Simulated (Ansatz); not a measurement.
Basis sets compared for (AgBr)2 ring (Ag2Br2). Total charge 0; singlet. Geometry r2SCAN-D4/def2-SVP. Ansatz on 4 threads of Arm Neoverse V2 on a shared host; times are rough, and most runs start from earlier orbitals.

```xyz
4

Ag    0.288    0.746    1.119
Br   -2.023    0.923   -0.092
Ag   -0.288   -0.745   -1.119
Br    2.023   -0.923    0.092
```

In the def2 sets Ag takes a core potential; there is no spin–orbit coupling.

Binding counts from free atoms (Ag doublet, Br doublet) in the same basis, without a counterpoise term.

```
                         level  functions  energy (Eh)  HOMO (eV)  LUMO (eV)  binding per atom (eV)  wall time
               PBE-D4/def2-SVP        126   -5440.9940      -6.19      -3.28                   1.96      1.4 s
PBE-D4/def2-TZVP (with forces)        176   -5441.6926      -6.25      -3.36                   1.93      2.8 s
           r2SCAN-D4/def2-TZVP        176   -5442.5108      -6.44      -3.10                   1.99      5.5 s
              PBE0-D4/def2-SVP        126   -5441.1437      -7.37      -2.42                   1.94      2.5 s
             PBE0-D4/def2-TZVP        176   -5441.8386      -7.41      -2.46                   1.92      4.1 s
```

Q: Estimate the rows for PBE-D4/def2-TZVPD, r2SCAN-D4/def2-TZVPD, PBE0-D4/def2-TZVPD.

A: 
```
               level  functions  energy (Eh)  HOMO (eV)  LUMO (eV)  binding per atom (eV)  wall time
   PBE-D4/def2-TZVPD        194   -5441.6937      -6.29      -3.39                   1.94      2.9 s
r2SCAN-D4/def2-TZVPD        194   -5442.5116      -6.46      -3.12                   1.99      6.5 s
  PBE0-D4/def2-TZVPD        194   -5441.8394      -7.43      -2.49                   1.92      4.8 s
```
